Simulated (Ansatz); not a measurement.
A CCSD(T) single point on CH$_{7}$AlGeO, SMILES `C[O][AlH][GeH3]`.

```yaml
crystal:
  periodic: [false, false, false]
  atoms:
    - {symbol: C, position_ang: [-0.279026, 1.807253, 0.969097]}
    - {symbol: O, position_ang: [0.317164, 0.640744, 1.454580]}
    - {symbol: Al, position_ang: [0.634340, -0.894762, 0.835428]}
    - {symbol: Ge, position_ang: [-0.042268, -1.426466, -1.487557]}
    - {symbol: H, position_ang: [0.433444, 2.637488, 1.009718]}
    - {symbol: H, position_ang: [-1.141350, 2.073816, 1.588746]}
    - {symbol: H, position_ang: [-0.623343, 1.704196, -0.067923]}
    - {symbol: H, position_ang: [1.357660, -1.897318, 1.819641]}
    - {symbol: H, position_ang: [1.157568, -1.891749, -2.338426]}
    - {symbol: H, position_ang: [-1.071041, -2.575519, -1.531494]}
    - {symbol: H, position_ang: [-0.677848, -0.234583, -2.231009]}
basis:
  gaussian: {orbitals: def2-TZVPP}
correlation: {method: ccsd_t}
```

```sh
$ ansatz run in.yaml --threads 4 --pin off --events-out ev --progress --plain --max-ram 10444MiB
```

Output of Ansatz, abridged:

```
Functional definition: HF
1495 factors; integrals over basis functions are off by at most 1.1e-3 eV
mean field evaluation 1: about -66233.8832 eV, gradient 3.8e1 eV
mean field evaluation 2: about -66234.0561 eV, gradient 3.8e1 eV
mean field evaluation 4: about -66237.4309 eV, gradient 3.9e0 eV
mean field evaluation 8: about -66237.4992 eV, gradient 2.2e-1 eV
mean field -66237.49943187 eV, -2434.1832067315 hartree, gradient 2.5e-6 eV, S^2 0.000000; 0 other end points of the search recorded, 0 dependent functions left out
16 core orbitals not correlated: weight in the atoms' cores, before any rotation towards them, 1.000 or more for the frozen orbitals, at most 0.000 for the correlated occupied ones
reference -66237.49943187 eV, -2434.1832067315 hartree; 17, 17 occupied and 217, 217 virtual orbitals, 1495 factors
second order -20.58391069 eV of doubles, -0.00000000 eV of singles
cycle   1  -20.92009493 eV  change   -3.4e-1 eV  update   1.1e-1
cycle   2  -21.56909437 eV  change   -6.5e-1 eV  update   3.4e-2
cycle   3  -21.69459064 eV  change   -1.3e-1 eV  update   1.9e-2
cycle   4  -21.67963388 eV  change    1.5e-2 eV  update   5.0e-3
cycle   5  -21.67809006 eV  change    1.5e-3 eV  update   2.7e-3
cycle   6  -21.67869890 eV  change   -6.1e-4 eV  update   8.0e-4
cycle   7  -21.67823990 eV  change    4.6e-4 eV  update   3.5e-4
cycle   8  -21.67823842 eV  change    1.5e-6 eV  update   1.2e-4
cycle   9  -21.67830058 eV  change   -6.2e-5 eV  update   4.4e-5
cycle  10  -21.67830235 eV  change   -1.8e-6 eV  update   1.5e-5
perturbative correction -0.75712611 eV, -0.0278238714 hartree
Total energy: -66259.93486033 eV, -2435.0076935203 hartree
```

It took 3.1 min on 4 threads of an Arm Neoverse V1 on a shared host, with 5.2 GiB of host memory at the peak.

MP2 recovers 91.7 % of the CCSD(T) correlation energy and the triples give 3.4 %; T1 = 0.0130.
